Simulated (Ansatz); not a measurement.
Cost and result for the atomization energy of CH7NO2Si (`NC[SiH](O)O`) (12 atoms, 11 bonds).

```xyz
12

N    -0.259   -0.159   -1.673
C    -0.805   -0.331   -0.320
Si    0.343    0.542    0.894
O     0.213   -0.015    2.429
O     1.845    0.272    0.287
H    -0.392    0.793   -1.994
H    -0.732   -0.756   -2.340
H    -1.855   -0.030   -0.206
H    -0.762   -1.398   -0.071
H     0.039    1.989    1.005
H     0.592   -0.875    2.617
H     1.774   -0.032   -0.629
```

Charge 0, multiplicity 1. All single points use the PBE0-D4/def2-TZVP geometry. It is one conformer, not always the lowest. Program: Ansatz. All runs use 4 threads of an Arm Neoverse V1 on a shared host. Times are those of one run each, without the atoms' runs, and a repeat can differ threefold. Electronic energies, without spin–orbit coupling; frozen cores. CCSD(T)/CBS adds CCSD(T) − MP2 in def2-TZVPP to the MP2 limit, and its time is that of the two runs behind it. T1 = 0.011. B3LYP takes the VWN-RPA correlation (the form of Gaussian; ORCA's B3LYP/G).

CCSD(T)/CBS is a level of theory with its own doubt, some kJ/mol a heavy atom from the limit and from the frozen cores, so smaller differences don't rank the functionals.

| level | functions | wall time | atomization (kJ/mol) | difference from CCSD(T)/CBS | per bond |
| --- | --- | --- | --- | --- | --- |
| PBE-D4/def2-TZVPP (with forces) | 264 | 2.6 s | 4557.8 | 47.8 | 4.3 |
| PBE0-D4/def2-TZVPP | 264 | 3 s | 4462.7 | -47.3 | -4.3 |
| B3LYP-D4/def2-TZVPP (with forces) | 264 | 4.7 s | 4486.8 | -23.2 | -2.1 |
| r2SCAN-D4/def2-TZVPP (with forces) | 264 | 4.8 s | 4482.8 | -27.2 | -2.5 |
| B2PLYP/def2-TZVPP | 264 | 6 s | 4443.0 | -67.0 | -6.1 |
| ωB97X-V/def2-TZVPP | 264 | 8 s | 4505.8 | -4.2 | -0.4 |
| ωB97M-V/def2-TZVPP (with forces) | 264 | 12 s | 4511.8 | 1.8 | 0.2 |
| MP2/def2-QZVPP | 508 | 28 s | 4534.3 | 24.3 | 2.2 |
| CCSD(T)/def2-TZVPP | 264 | 3.7 min | 4371.3 | -138.7 | -12.6 |
| CCSD(T)/CBS(def2) | – | 4.2 min | 4510.0 | 0.0 | 0.0 |

From PBE to PBE0 (25 % exact exchange), in def2-TZVPP and without D4, the atomization energy moves by −91.4 kJ/mol: exact exchange takes away binding that semilocal exchange gives to molecules. The D4 term adds +36.1 kJ/mol with B3LYP and +18.9 kJ/mol with PBE0; it sums over pairs of atoms, weighted by their polarisabilities, and B3LYP, whose exchange is more repulsive, gets the larger term. In def2-TZVPP, CCSD(T) changes the Hartree–Fock value by +1218.6 kJ/mol (the triples alone add +65.5 kJ/mol) and MP2 by +1298.7 kJ/mol; breaking electron pairs costs correlation energy, which Hartree–Fock lacks.
